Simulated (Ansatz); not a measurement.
Pd₃H₄⁻. Total charge -1; doublet. Geometry PBE-D4/def2-TZVPD.

```xyz
7

Pd   -1.352   -0.192    0.101
Pd    0.842    1.078   -0.128
Pd    0.597   -1.291   -1.450
H    -2.383    0.187    1.274
H     1.633   -0.397   -0.466
H     1.185    2.258    0.908
H    -0.522   -1.643   -0.239
```

In the def2 sets Pd takes a core potential; there is no spin–orbit coupling. Another isomer (doublet) lies 0.38 eV lower at PBE0-D4/def2-TZVPD; other spin states weren't run for this one.

Problem. Estimate the α-spin orbital energies around the gap (eV) in Ansatz with PBE-D4/def2-TZVPD, r2SCAN-D4/def2-TZVPD, PBE0-D4/def2-TZVPD, r2SCAN0-D4/def2-TZVPD, ωB97X-V/def2-TZVPD.

Solution. 
| orbital | PBE-D4/def2-TZVPD | r2SCAN-D4/def2-TZVPD | PBE0-D4/def2-TZVPD | r2SCAN0-D4/def2-TZVPD | ωB97X-V/def2-TZVPD |
| --- | --- | --- | --- | --- | --- |
| HOMO−5 | -1.29 | -1.46 | -2.61 | -2.77 | -4.94 |
| HOMO−4 | -1.18 | -1.35 | -2.58 | -2.74 | -4.91 |
| HOMO−3 | -1.03 | -1.24 | -2.47 | -2.67 | -4.79 |
| HOMO−2 | -0.86 | -1.05 | -2.26 | -2.44 | -4.46 |
| HOMO−1 | -0.85 | -0.96 | -1.68 | -1.80 | -3.72 |
| HOMO | -0.35 | -0.52 | -1.23 | -1.40 | -3.16 |
| LUMO | 1.03 | 1.08 | 1.60 | 1.61 | 3.16 |
| LUMO+1 | 1.47 | 1.70 | 2.08 | 2.21 | 3.47 |
| LUMO+2 | 1.94 | 2.13 | 2.58 | 2.69 | 4.05 |
| LUMO+3 | 3.16 | 3.49 | 3.79 | 4.02 | 5.25 |
| LUMO+4 | 3.66 | 4.08 | 4.16 | 4.47 | 5.42 |
| LUMO+5 | 3.84 | 4.22 | 4.37 | 4.60 | 5.64 |
| β HOMO | -0.68 | -0.79 | -1.41 | -1.47 | -3.15 |
| β LUMO | 0.23 | 0.44 | 1.19 | 1.33 | 2.97 |
